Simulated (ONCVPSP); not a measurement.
# Ne: one change to an ONCV potential, before and after

| Property | Result |
| --- | --- |
| Element | neon |
| Generator | ONCVPSP 4.0.1 |
| Type | optimised norm-conserving Vanderbilt (ONCV) |
| Functional | LDA (Perdew-Wang 92) |
| Relativity | scalar-relativistic |
| Frozen core | [He] |
| Valence charge | 8 |
| Reference configuration | 2s2 2p4.5 (charge +1.5) |
| Partial waves | 2s: rc 0.55 bohr, ncon 5, nbas 9, qcut 11.5 1/bohr, 2 projectors, debl 1.5 Ha; 2p: rc 1.40 bohr, ncon 4, nbas 7, qcut 8.2 1/bohr, 1 projector |
| Local potential | polynomial inside 0.50 bohr (lpopt 5, dvloc0 0 Ha) |
| Core correction | none |

In the s channel the program set the typed energies aside and used -2.430, 0.250 Ha.

All-electron outer shells of the reference configuration (LDA (PZ), scalar-relativistic, ld1.x):

| shell | level (eV) | outermost node (bohr) | outermost maximum (bohr) |
| --- | --- | --- | --- |
| 1s | -861.73 | – | 0.10 |
| 2s | -66.13 | 0.22 | 0.67 |
| 2p | -43.27 | – | 0.59 |

Change: non-relativistic. In the s channel the program set the typed energies aside and used -2.425, 0.250 Ha.

Cutoffs: the cutoffs (Ha) at which the residual kinetic energy of the hardest occupied pseudo-wave falls to 1 and 0.1 mHa per electron; they do not see the model core or the augmentation charge, which bear on the density cutoff. Errors are all-electron minus pseudo energies relative to the spin-unpolarised reference configuration.

Task: How do hardness, ghosts and transferability respond?

Result: The potential gets neither clearly harder nor softer (104 Ha and 635 Ha → 106 Ha and 642 Ha); the errors of the 4 common tests hardly move; neither file shows a bound ghost.

| quantity | base | changed |
| --- | --- | --- |
| cutoff, loose | 104 Ha | 106 Ha |
| cutoff, tight | 635 Ha | 642 Ha |
| loose cutoff by channel | s 104 Ha, p 31 Ha | s 106 Ha, p 31 Ha |
| bound ghosts | none | none |
| GHOST(+) flags under 300 eV | none | none |
| error for 2s2 2p6, meV [ΔE -41.55 → -41.57 eV] | +160 | +156 |
| error for 2s2 2p5, meV [ΔE -18.89 → -18.90 eV] | +34 | +33 |
| error for 2s2 2p4, meV [ΔE 24.52 → 24.52 eV] | +54 | +55 |
| error for 2s2 2p5.5, meV [ΔE -32.58 → -32.60 eV] | +100 | +98 |
| s: phases at 0.56 bohr within 0.05 rad from the reference energy up to (Ha; the scan ends near 5) | to the end of the scan | to the end of the scan |
| p: phases at 1.42 bohr within 0.05 rad from the reference energy up to (Ha; the scan ends near 5) | 0.2 | 0.2 |
